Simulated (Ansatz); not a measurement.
# BH5O3S: where a starting geometry ends

The starting geometry of this gas-phase singlet was optimised with GFN2-xTB.

```yaml
atoms:
  - { symbol: B, position_ang: [-1.2018, -0.8760, 0.7710] }
  - { symbol: O, position_ang: [-2.5078, -1.0884, 1.1191] }
  - { symbol: O, position_ang: [-1.5321, 2.0152, 0.2324] }
  - { symbol: O, position_ang: [0.4632, 0.7953, -0.8134] }
  - { symbol: S, position_ang: [-1.1570, 0.7617, -0.7447] }
  - { symbol: H, position_ang: [-2.9821, -1.7145, 0.5750] }
  - { symbol: H, position_ang: [-0.6356, -1.6615, 0.0691] }
  - { symbol: H, position_ang: [-0.5741, -0.2878, 1.5838] }
  - { symbol: H, position_ang: [-1.5873, 2.8527, -0.2437] }
  - { symbol: H, position_ang: [0.8632, 0.2667, -0.1063] }
```

**Question.** Where would you expect an optimisation with PBE0-D4/def2-SVP to take it?

**Answer.** It keeps its bonds, and is `O[BH2-][S+](O)O`.

The energy falls by 0.14 eV over 13 steps:

```json
{"step": "1", "E − E(last) (eV)": "0.142"}
{"step": "2", "E − E(last) (eV)": "0.087"}
{"step": "4", "E − E(last) (eV)": "0.021"}
{"step": "5", "E − E(last) (eV)": "0.009"}
{"step": "6", "E − E(last) (eV)": "0.004"}
{"step": "8", "E − E(last) (eV)": "0.001"}
{"step": "9", "E − E(last) (eV)": "0.000"}
{"step": "10", "E − E(last) (eV)": "0.000"}
{"step": "12", "E − E(last) (eV)": "0.000"}
{"step": "13", "E − E(last) (eV)": "0.000"}
```

Final geometry (Å):

```json
{"atom": "B", "x (Å)": "-1.2149", "y (Å)": "-0.8654", "z (Å)": "0.6272"}
{"atom": "O", "x (Å)": "-2.4735", "y (Å)": "-1.0081", "z (Å)": "1.1885"}
{"atom": "O", "x (Å)": "-1.5923", "y (Å)": "1.9811", "z (Å)": "0.2120"}
{"atom": "O", "x (Å)": "0.5326", "y (Å)": "0.8094", "z (Å)": "-0.6539"}
{"atom": "S", "x (Å)": "-1.0826", "y (Å)": "0.7519", "z (Å)": "-0.7396"}
{"atom": "H", "x (Å)": "-2.9867", "y (Å)": "-1.6904", "z (Å)": "0.7499"}
{"atom": "H", "x (Å)": "-0.7865", "y (Å)": "-1.7076", "z (Å)": "-0.1540"}
{"atom": "H", "x (Å)": "-0.3717", "y (Å)": "-0.3358", "z (Å)": "1.3575"}
{"atom": "H", "x (Å)": "-1.6384", "y (Å)": "2.7849", "z (Å)": "-0.3266"}
{"atom": "H", "x (Å)": "0.7625", "y (Å)": "0.3432", "z (Å)": "0.1810"}
```

Frequencies at the end are all real (lowest 98 cm⁻¹). Run with Ansatz 0.2.0, 20 s on 2 threads of Arm Neoverse V2, with other jobs on the host.
